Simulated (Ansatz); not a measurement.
Basis-set series for `FC(F)(F)C1=CC(C(F)(F)F)=[O+][Al-]([F])([F])[O]1`. Total charge 0; spin multiplicity 1. All single points use the PBE0-D4/def2-TZVP geometry.

```
functional       basis  functions  energy (Eh)  HOMO (eV)  LUMO (eV)
   PBE0-D4    def2-SVP        233  -1380.84735      -9.13      -3.83
   PBE0-D4  def2-QZVPP        955  -1382.36376      -9.15      -3.89
   ωB97M-V    def2-SVP        233  -1381.78020     -11.22      -1.64
   ωB97M-V  def2-QZVPP        955  -1383.31607     -11.26      -1.74
```

(1) Give the rows for def2-TZVPP. (Best estimate.)

## Answers

(1) Ansatz gave: 
```csv
functional,basis,functions,energy (Eh),HOMO (eV),LUMO (eV)
PBE0-D4,def2-TZVPP,521,-1382.29686,-9.11,-3.85
ωB97M-V,def2-TZVPP,521,-1383.25401,-11.23,-1.70
```
